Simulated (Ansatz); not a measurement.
Li6H5. Charge 0, multiplicity 2. Geometry r2SCAN-D4/def2-TZVP, basis def2-TZVP, Ansatz.

```xyz
11

Li    1.007   -0.619    1.672
Li   -0.579   -1.939    0.317
Li    0.471    2.325   -0.389
Li   -1.204    0.487    0.935
Li   -1.241    0.903   -1.846
Li    0.902   -0.190   -0.871
H     0.521    1.308   -1.884
H    -0.750   -1.022    1.872
H     0.715    0.943    0.758
H    -1.060   -0.533   -0.757
H     1.218   -1.664    0.193
```

| run | HOMO (eV) | LUMO (eV) |
| --- | --- | --- |
| A | -2.89 | -0.99 |
| B | -2.52 | -1.34 |
| C | -3.91 | -0.28 |
| D | -2.52 | -1.61 |
| E | -2.57 | -1.01 |
| F | -3.49 | -0.36 |

B3LYP takes the VWN-RPA correlation. The structure comes from a short search, and lower isomers may exist.

HOMO and LUMO are taken over both spins.

Task: The runs used B3LYP, BHLYP, CAM-B3LYP, LDA (SPW92), PBE, r2SCAN. Estimate which is which.

Result: A B3LYP (20 % exact exchange); B PBE (0 % exact exchange); C CAM-B3LYP (range-separated); D LDA (SPW92) (0 % exact exchange); E r2SCAN (0 % exact exchange); F BHLYP (50 % exact exchange). Exact exchange lowers occupied and raises empty levels; among semilocal functionals meta-GGAs tend to open the gap a little, and such runs are hard to tell apart. The gap grows from 0.90 eV (LDA (SPW92)) to 3.63 eV (CAM-B3LYP).
